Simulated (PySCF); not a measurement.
Si(F)(Cl)(Me)(OH) (CH4ClFOSi), SMILES C[Si](O)(Cl)F. Geometry optimised at PBE0-D3(BJ)/def2-SVP. One conformer was computed; it need not be the lowest.

Computed with PBE0-D3(BJ)/def2-SVP run with PySCF.

Harmonic wavenumbers (cm⁻¹): 121, 163, 197, 247, 268, 309, 339, 533, 727, 765, 790, 835, 920, 982, 1280, 1421, 1422, 3072, 3182, 3187, 3933. Rotational constants (GHz): 3.641, 2.338, 2.260; symmetry number 1.

Q: Work out the zero-point energy and the ideal-gas rigid-rotor harmonic-oscillator thermochemistry at 298.15 K and 1 atm.

A: ZPE = ½ Σ hcν = ½ × 24694 cm⁻¹ = 35.30 kcal/mol. H − E(el) = 40.35 kcal/mol. Entropy in cal/(mol K): translation 40.12, rotation 27.22, vibration 15.48, total 82.82. G − E(el) = 15.66 kcal/mol. Cp = 25.52 cal/(mol K). Modes under 150 cm⁻¹ make the vibrational entropy uncertain.
